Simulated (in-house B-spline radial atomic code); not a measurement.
**How G0W0 and RPA depend on the start: Ge⁴⁺**

Configuration [Ar] 3d10. Computed with a B-spline radial code for spherical atoms: all electrons, scalar-relativistic (spin-free one-electron X2C), finite nucleus, each spin shell either full or empty, empty states to l = 9 with an (l + 1/2)⁻⁴ tail; G0W0 by contour deformation at full frequency.

```
            start  mean-field 3d (eV)  G0W0 (eV)  QP weight  RPA correlation (Eh)
     Hartree-Fock              -92.40     -90.98      0.967               -1.9685
         LDA VWN5              -78.39     -91.00      0.936               -2.1535
              PBE              -78.03     -90.82      0.935               -2.1493
             PBE0              -81.92     -90.89      0.948               -2.0987
           r2SCAN              -78.61     -90.54      0.940               -2.1148
            HSE06              -81.46     -90.92      0.946               -2.1018
  B3LYP (VWN-RPA)              -81.29     -90.98      0.945                -2.111
             SCAN              -78.58     -90.46      0.940               -2.1131
             TPSS              -77.92     -90.83      0.936               -2.1385
        BHandHLYP              -85.79     -91.03      0.955                -2.054
        CAM-B3LYP              -83.32     -91.22      0.950               -2.0949
          LC-wPBE              -83.71     -91.45      0.952               -2.0993
            wB97X              -83.85          ?          ?                     ?
           PBEsol              -77.99     -90.87      0.935               -2.1502
             BLYP              -77.98     -90.90      0.933                -2.152
          r2SCAN0              -82.37     -90.69      0.950               -2.0758
LDA exchange-only              -76.43          ?          ?                     ?
```

(1) What G0W0 level, weight and RPA correlation energy follow from the LDA exchange-only start?

(2) What G0W0 level, weight and RPA correlation energy follow from the wB97X start?

(3) How much of the dependence on the start does G0W0 remove?

## Answers

(1) G0W0 level -91.25 eV, weight 0.931, RPA correlation -2.155 hartree.

(2) G0W0 level -91.02 eV, weight 0.955, RPA correlation -2.0852 hartree.

(3) The mean-field levels span 16 eV and the G0W0 levels 0.994 eV. Against 90.5 ± 0.019 eV (NIST, measured) the G0W0 removal energies are off by -0.04 to +0.95 eV, with spin-orbit coupling, Breit and QED terms left out.
